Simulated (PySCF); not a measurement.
GeH3NO, SMILES [NH2][Ge][OH] (connectivity only; charge and spin as stated), neutral, multiplicity 1. Heavy atoms are numbered as in [Ge:1]([OH:2])[NH2:4]. Hydrogens are named by the atom that carries them.

The structure is a stationary point at r2SCAN-D4/def2-TZVP. Other conformers were not sampled.

These are HF/def2-TZVPD in PySCF values and carry that method's errors.

Mulliken values depend strongly on the basis, most of all with diffuse functions as here. ESP charges are fitted to the potential on shells at 1.4 to 2.0 van der Waals radii. Atomic charges (e), one atom of each kind:

```json
[
 {"atom": "Ge1", "ESP fit": "0.30", "Mulliken": "0.51"},
 {"atom": "O2 (OH)", "ESP fit": "-0.62", "Mulliken": "-0.63"},
 {"atom": "H on O2", "ESP fit": "0.42", "Mulliken": "0.31"},
 {"atom": "N4 (NH2)", "ESP fit": "-0.68", "Mulliken": "-0.51"},
 {"atom": "H on N4", "ESP fit": "0.29", "Mulliken": "0.16"}
]
```
